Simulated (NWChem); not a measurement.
Atomisation of H3ClF2Si2

```
Si
F 1 1.6224
H 1 1.4878 2 107.54
Cl 1 2.0584 3 108.45 2 117.04
Si 1 2.3458 3 114.13 2 -121.70
F 5 1.6273 1 108.30 3 -175.38
H 5 1.4908 6 108.72 1 121.14
H 5 1.4910 7 110.05 6 -119.11
```
Charge 0, spin multiplicity 1.

Program: NWChem. The geometry was optimised at PBE0/def2-SVP, a minimum by its harmonic frequencies. It is one conformer; others weren't searched.

Basis set: def2-TZVP. The atomisation energy is electronic alone: no zero-point, thermal, spin-orbit or counterpoise terms. No value is extrapolated to the basis-set limit. Free atoms are single determinants with multiplicities F 2, Si 3, Cl 2, H 2. Correlated methods freeze the same cores in atoms and molecule, 17 orbitals in all.

```
method     atomisation energy (kcal/mol)  relative cost
---------  -----------------------------  -------------
B3LYP                              646.7              1
BHandHLYP                          632.3        under 3
PBE0                               646.7        under 3
PBE                                657.0        under 3
BP86                               662.4        under 3
TPSS                               662.6        under 3
HF                                 497.6        under 3
MP2                                652.8              3
```

The values span 165.1 kcal/mol, from HF (lowest) to TPSS (highest). Relative cost: rough, from shared machines, SCF included, B3LYP = 1. Costs are the molecule's.

B3LYP has NWChem's definition, with VWN1-RPA local correlation. The structure started from a generated list of species. No SCF solution was tested for a lower state. Open-shell Hartree-Fock references start from PBE0 orbitals; any time given for them includes that run.
